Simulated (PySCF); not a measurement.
## How methods differ on the ionisation energy of O²⁺

O²⁺ [He] 2s2 2p2 (3P) → O³⁺ [He] 2s2 2p1 (2P), as a difference of total energies. Calculation: PySCF 2.14, in def2-TZVP (5s3p2d1f, 31 functions); the non-relativistic Hamiltonian (point nucleus). Correlated levels: valence: 1s2 frozen. The calculations carry no spin-orbit coupling.

```tsv
method	ionisation energy (eV)
UHF	54.607
BP86	55.295
PBE	55.269
MP2 (valence)	54.971
SCS-MP2 (valence)	54.832
CCSD (valence)	54.753
CCSD(T) (valence)	54.763
```

Errors of the correlated levels include the incompleteness of this basis and the frozen core.

Task: Which method comes closest to the reference value, and which is furthest?

Result: The reference is 54.936 eV (semi-empirical (NIST evaluation); NIST Atomic Spectra Database, ionization energies). Closest: MP2 (valence) (error 0.035 eV); furthest: BP86 (error 0.359 eV).
